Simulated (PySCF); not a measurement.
C3H9NO2Si2 (charge -1 and doublet state).
Z-matrix (Å and degrees, GFN2-xTB geometry), rows numbered from 1:
```
N 
C   1  1.4444
O   2  1.2651  1  117.65
Si  2  1.8377  1  116.12  3  -167.48
C   4  1.9676  2  134.83  1    69.59
C   5  1.5268  4  108.88  2   -88.00
Si  6  1.9006  5  105.52  4   -34.18
O   7  1.5970  6  100.46  5    27.82
H   1  1.0131  2  110.38  3  -151.23
H   1  1.0148  2  109.92  3   -28.26
H   4  1.4794  2  111.38  1  -153.60
H   5  1.0947  4  114.00  2    36.14
H   5  1.0960  4  108.17  2   154.21
H   6  1.0934  5  109.05  4    82.80
H   6  1.0952  5  111.91  4  -159.48
H   7  1.4717  6  113.25  5   145.53
H   7  1.4733  6  113.04  5   -89.74
```

The hyperfine couplings belong to this conformer and change with its torsions.

As a line formula: `N[C]([O-])[Si@@H]1CC[SiH2]O1` [radical] (charge -1).

The calculation used PySCF, UKS B3LYP, pcH-1 on C H N O Si, non-relativistic, mean-field spin-orbit, GIAO. Whether the extra electron is bound in the gas phase wasn't checked; a finite basis holds it in any case. Couplings are sensitive to structure, and on GFN2-xTB geometries they can be far from those on DFT ones, by a factor of two or more for some ions and for spin on atoms past the first row. The SCF solution wasn't tested for stability.

(1) The isotropic 13C couplings are +121.2, +47.8 MHz. Assign them to C2; C5.

(2) Match the computed a_iso(17O) values -37.8, -23.0 MHz with the sites O3; O8.

(3) The isotropic 29Si couplings are -40.4, -4.8 MHz. Assign them to Si4; Si7.

## Answers

(1) 
```csv
site,a_iso (MHz),ρ(0) (bohr⁻³),position,distance from Si4 (Å),spin population,largest |T| (MHz)
C2,+47.8,+0.0425,a main spin site,1.84,+0.31,53.0
C5,+121.2,+0.1078,1 bond from Si4,1.97,+0.03,11.1
```

(2) 
| site | a_iso (MHz) | ρ(0) (bohr⁻³) | position | distance from Si4 (Å) | spin population | largest \|T\| (MHz) |
| --- | --- | --- | --- | --- | --- | --- |
| O3 | -23.0 | +0.0379 | 1 bond from C2 | 2.76 | +0.23 | 85.4 |
| O8 | -37.8 | +0.0624 | 1 bond from Si4 | 1.73 | 0.00 | 3.3 |

(3) 
```json
{"site": "Si4", "a_iso (MHz)": "-40.4", "ρ(0) (bohr⁻³)": "+0.0459", "position": "largest spin population", "distance from Si4 (Å)": "0.00", "spin population": "+0.39", "largest |T| (MHz)": "45.4"}
{"site": "Si7", "a_iso (MHz)": "-4.8", "ρ(0) (bohr⁻³)": "+0.0054", "position": "2 bonds from Si4", "distance from Si4 (Å)": "2.88", "spin population": "+0.01", "largest |T| (MHz)": "2.5"}
```

ρ(0) is the spin density at the nucleus and T the dipolar tensor; a_iso includes a spin–orbit part; entries for several nuclei are means. The largest Mulliken spin populations are on Si4 (+0.39), C2 (+0.31) and O3 (+0.23). Three atoms exceed +0.15. Main spin sites, with 60 % or more of the largest population: C2, Si4; positions count bonds from the nearest.

Means are taken over nuclei equivalent by connectivity, which assumes that they swap fast. The 1H value of +5.2 MHz is a mean of couplings from -0.2 to 10.6 MHz in this one geometry, not an average over conformers.

C2, the radical centre as drawn in `N[C]([O-])[Si@@H]1CC[SiH2]O1`, holds a spin population of +0.31 out of 1.

Hardware: one thread, Arm Neoverse V1 (aarch64), no GPU, shared host with 32 logical CPUs at a one-minute load of 11. Cost: 2.7 min of wall time (with the writing of density and orbital grids), 1.1 GiB resident at most.
